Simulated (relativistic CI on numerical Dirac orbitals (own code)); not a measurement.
## Level scheme of Bi LXXVIII

Computed by Dirac-Coulomb-Breit CI, orbitals from a KLI potential per configuration, a model potential for QED, unscaled Slater integrals (own radial code, finite nucleus).

Configuration list (outside the closed core 1s2): 2s2 2p2, 2s 2p3, 2p4, 2s2 2p 3s, 2p3 3s, 2p3 3p, 2s2 2p 3p, 2p3 3d, 2s2 2p 3d, 2s 2p2 3s, 2s 2p2 3p, 2s 2p2 3d, 2s2 2p 4s, 2s2 2p 4p, 2s2 2p 4d, 2s2 2p 4f. Levels of other configurations are missing.

The lowest level is 2s2 2p2 3P_0, with 68 % of that term; Hund's rules for 2s2 2p2 give 3P with J = 0, in agreement.

| No. | Configuration | Term | J | E (Ry) | % | Lifetime (s) |
| --- | --- | --- | --- | --- | --- | --- |
| 1 | 2s2 2p2 | 3P | 0 | 0.00 | 68 |  |
| 2 | 2s2 2p2 | 3P | 1 | 178.05 | 100 | 1.19e-11 |
| 3 | 2s2 2p2 | 1D | 2 | 179.38 | 66 | 1.34e-09 |
| 4 | 2s 2p3(2P°) | 3P° | 2 | 205.17 | 49 | 2.17e-11 |
| 5 | 2s 2p3(2P°) | 1P° | 1 | 212.80 | 31 | 2.49e-14 |
| 6 | 2s2 2p2 | 3P | 2 | 359.94 | 65 | 3.01e-12 |
| 7 | 2s2 2p2 | 1S | 0 | 365.44 | 67 | 2.78e-12 |
| 8 | 2s 2p3(4S°) | 5S° | 2 | 380.83 | 51 | 1.04e-13 |
| 9 | 2s 2p3(2D°) | 3D° | 3 | 384.27 | 100 | 1.10e-13 |
| 10 | 2s 2p3(2P°) | 3P° | 0 | 390.10 | 100 | 3.19e-14 |
| 11 | 2s 2p3(4S°) | 3S° | 1 | 392.05 | 54 | 1.62e-14 |
| 12 | 2s 2p3(2D°) | 1D° | 2 | 392.62 | 74 | 1.65e-14 |
| 13 | 2s 2p3(2P°) | 3P° | 1 | 393.02 | 65 | 2.94e-14 |
| 14 | 2p4 | 3P | 2 | 421.31 | 67 | 1.71e-14 |
| 15 | 2p4 | 1S | 0 | 427.01 | 65 | 1.58e-14 |
| 16 | 2s 2p3(2P°) | 3P° | 2 | 567.95 | 51 | 3.33e-14 |
| 17 | 2s 2p3(2P°) | 1P° | 1 | 575.49 | 35 | 1.35e-14 |
| 18 | 2p4 | 3P | 1 | 600.99 | 100 | 1.09e-14 |
| 19 | 2p4 | 1D | 2 | 602.34 | 68 | 1.12e-14 |
| 20 | 2p4 | 3P | 0 | 785.53 | 65 | 8.23e-15 |
| 21 | 2s2 2p 3s | 3P° | 0 | 1007.11 | 100 | 2.33e-15 |
| 22 | 2s2 2p 3s | 3P° | 1 | 1007.39 | 67 | 1.95e-15 |
| 23 | 2s2 2p 3p | 3D | 1 | 1014.94 | 74 | 1.46e-13 |
| 24 | 2s2 2p 3p | 3P | 0 | 1019.40 | 67 | 7.86e-14 |
| 25 | 2s 2p2(3P)<4P> 3s | 5P | 1 | 1032.20 | 40 | 2.34e-15 |
| 26 | 2s 2p2(3P)<4P> 3s | 3P | 0 | 1035.70 | 67 | 2.46e-15 |
| 27 | 2s 2p2(1S)<2S> 3p | 3P° | 1 | 1040.80 | 33 | 1.11e-15 |
| 28 | 2s 2p2(1S)<2S> 3p | 3P° | 0 | 1040.90 | 53 | 1.03e-13 |
| 29 | 2s2 2p 3p | 3D | 2 | 1069.56 | 51 | 8.30e-14 |
| 30 | 2s2 2p 3p | 3P | 1 | 1069.63 | 49 | 1.10e-13 |
| 31 | 2s2 2p 3d | 3F° | 2 | 1074.97 | 75 | 2.32e-15 |
| 32 | 2s2 2p 3d | 3D° | 1 | 1077.04 | 50 | 2.69e-16 |
| 33 | 2s2 2p 3d | 3P° | 2 | 1089.34 | 46 | 4.09e-16 |
| 34 | 2s2 2p 3d | 3F° | 3 | 1089.73 | 45 | 4.05e-16 |
| 35 | 2s 2p2(1S)<2S> 3p | 3P° | 2 | 1094.95 | 36 | 9.80e-15 |
| 36 | 2s 2p2(3P)<4P> 3p | 3D° | 1 | 1095.35 | 30 | 1.20e-15 |
| 37 | 2s 2p2(1S)<2S> 3d | 3D | 1 | 1100.25 | 48 | 2.50e-15 |
| 38 | 2s 2p2(1S)<2S> 3d | 3D | 2 | 1100.69 | 30 | 2.15e-15 |
| 39 | 2s 2p2(1S)<2S> 3d | 3D | 3 | 1114.32 | 39 | 4.04e-16 |
| 40 | 2s 2p2(1S)<2S> 3d | 3D | 2 | 1115.77 | 26 | 4.07e-16 |
| 41 | 2s2 2p 3s | 3P° | 2 | 1189.82 | 99 | 3.06e-15 |
| 42 | 2s2 2p 3s | 1P° | 1 | 1190.62 | 66 | 1.61e-15 |
| 43 | 2s2 2p 3p | 3P | 1 | 1199.38 | 49 | 6.58e-14 |
| 44 | 2s2 2p 3p | 3D | 2 | 1199.48 | 48 | 7.56e-14 |
| 45 | 2s 2p2(3P)<4P> 3s | 5P | 2 | 1207.70 | 83 | 3.66e-15 |

Energies count from the lowest computed level; ° marks odd parity; lifetimes are radiative, by E1, M1, E2, M2 decay to levels of this space only. Percentages are summed over parent terms; the parents shown are those of the largest component, closed shells are left out there, and <> holds an intermediate term.

The mean weight of the leading LS term, summed over parents, in these 45 levels is 60 %, and that of the leading jj configuration (from the same eigenvectors) 99 %, so jj coupling describes them better and the LS labels are nominal.

At this charge energies of transitions that change n are usually good to better than 1 %, and those within a shell (Δn = 0) to a few per cent.

LS names give the leading component of a level, which can be under half, so a name can repeat, a term be missing and a line seem to break the LS rules.
